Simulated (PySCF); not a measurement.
Compound: C₆H₁₁OS (doublet state).
Cartesian coordinates in Å at the GFN2-xTB level; atoms count from 1:
```xyz
19
C6H11OS angstrom
O     -2.0950   -0.2173    2.0341
C     -2.2446    0.8323    1.1763
C     -1.1193    1.2850    0.3165
C     -1.0196    0.2820   -0.8029
C     -0.1825   -0.7496   -0.8823
C      0.9624   -1.0658    0.0310
C      2.3014   -0.7808   -0.6490
S      2.6024    1.0106   -0.8468
H     -1.1566   -0.3622    2.2053
H     -3.2671    0.9619    0.8678
H     -0.1896    1.3417    0.8866
H     -1.3414    2.2730   -0.0883
H     -1.7947    0.3790   -1.5509
H     -0.2801   -1.4318   -1.7179
H      0.9332   -2.1292    0.2881
H      0.9160   -0.4913    0.9570
H      3.1326   -1.1378   -0.0418
H      2.3519   -1.2434   -1.6351
H      1.4806    1.2530   -1.5228
```

The hyperfine couplings belong to this conformer and change with its torsions.

Identity: `O[CH]C/C=C\CCS` [radical].

Computed, not measured: PySCF 2.14.0, UKS B3LYP, pcH-1 on C H O S, non-relativistic, mean-field spin-orbit, GIAO. One conformer (not necessarily the lowest) at the GFN2-xTB geometry, without solvent, vibrations or thermal averaging. The geometry wasn't refined by DFT: couplings that depend on bond lengths, twists or pyramidal angles can differ widely from those at the functional's own minimum. The SCF solution wasn't tested for stability.

Principal values of hyperfine tensors in MHz (contact, dipolar and spin–orbit terms together), for some of the nuclei:

| atom | isotope | A1 | A2 | A3 |
| --- | --- | --- | --- | --- |
| C2 | 13C | 67.41 | 69.12 | 292.48 |
| C4 | 13C | 59.08 | 64.66 | 78.94 |
| H11 | 1H | 27.05 | 28.05 | 41.45 |
| H12 | 1H | 15.18 | 16.46 | 30.72 |
| O1 | 17O | -84.96 | 10.63 | 13.41 |
| C3 | 13C | -18.30 | -16.95 | -12.91 |
| H9 | 1H | -24.86 | -19.91 | 10.78 |
| C5 | 13C | 1.88 | 2.99 | 18.51 |

Question: Give the isotropic coupling of each nucleus in MHz and in mT (g = 2.0031), and the anisotropic part.

Answer: a_iso is a third of the trace, T = A − a_iso, and a(mT) = a(MHz)/(g × 13.996). The tensors hold a spin–orbit part: the run splits a_iso into a_FC + a_SO, and T includes its anisotropic share.

```json
{"atom": "C2", "a_iso (MHz)": "143.01", "a_FC": "143.03", "a_SO": "-0.02", "a_iso (mT)": "5.101", "T1": "-75.60", "T2": "-73.88", "T3": "149.48"}
{"atom": "C4", "a_iso (MHz)": "67.56", "a_FC": "67.57", "a_SO": "-0.01", "a_iso (mT)": "2.410", "T1": "-8.48", "T2": "-2.90", "T3": "11.38"}
{"atom": "H11", "a_iso (MHz)": "32.18", "a_FC": "32.18", "a_SO": "0.00", "a_iso (mT)": "1.148", "T1": "-5.14", "T2": "-4.13", "T3": "9.27"}
{"atom": "H12", "a_iso (MHz)": "20.79", "a_FC": "20.79", "a_SO": "0.00", "a_iso (mT)": "0.741", "T1": "-5.61", "T2": "-4.33", "T3": "9.94"}
{"atom": "O1", "a_iso (MHz)": "-20.31", "a_FC": "-20.37", "a_SO": "0.06", "a_iso (mT)": "-0.724", "T1": "-64.66", "T2": "30.94", "T3": "33.72"}
{"atom": "C3", "a_iso (MHz)": "-16.05", "a_FC": "-16.06", "a_SO": "0.01", "a_iso (mT)": "-0.573", "T1": "-2.25", "T2": "-0.90", "T3": "3.14"}
{"atom": "H9", "a_iso (MHz)": "-11.33", "a_FC": "-11.37", "a_SO": "0.04", "a_iso (mT)": "-0.404", "T1": "-13.53", "T2": "-8.58", "T3": "22.11"}
{"atom": "C5", "a_iso (MHz)": "7.79", "a_FC": "7.80", "a_SO": "-0.01", "a_iso (mT)": "0.278", "T1": "-5.92", "T2": "-4.80", "T3": "10.72"}
```

Question: What spin density at the nucleus of H11 lies behind its contact coupling (g_N = 5.58569)?

Answer: a_FC = 800.24 MHz bohr³ × g_N × ρ(0)/(2S). With a_FC = 32.18 MHz and 2S = 1, ρ(0) = 0.007199 bohr⁻³. In magnitude that is 2.3 % of the 1/π = 0.318 of a free hydrogen atom.

Question: H10 (1H, g_N = 5.58569) isn't in the table. Its spin density at the nucleus is -0.01024 bohr⁻³. What is its contact coupling?

Answer: By the same relation, a_FC = -45.8 MHz. Its full tensor has the principal values -80.33, -47.35, -9.58 MHz.

Question: Name the largest traceless tensor T of the table and describe it.

Answer: C2: -75.6, -73.9, 149.5 MHz (the dipolar term alone has -75.5, -74.0, 149.5), axial, in the ratio −1:−1:+2, the form that spin in one p orbital centred on that nucleus gives.

Question: What first-order splitting does H11 cause when the field lies along A1, A2 or A3 of its tensor (g taken as isotropic, no quadrupole term)?

Answer: 2 lines (I = 1/2), spaced by |A_i|/(g × 13.996): 0.96, 1.00, 1.48 mT along the axes of A1, A2 and A3.
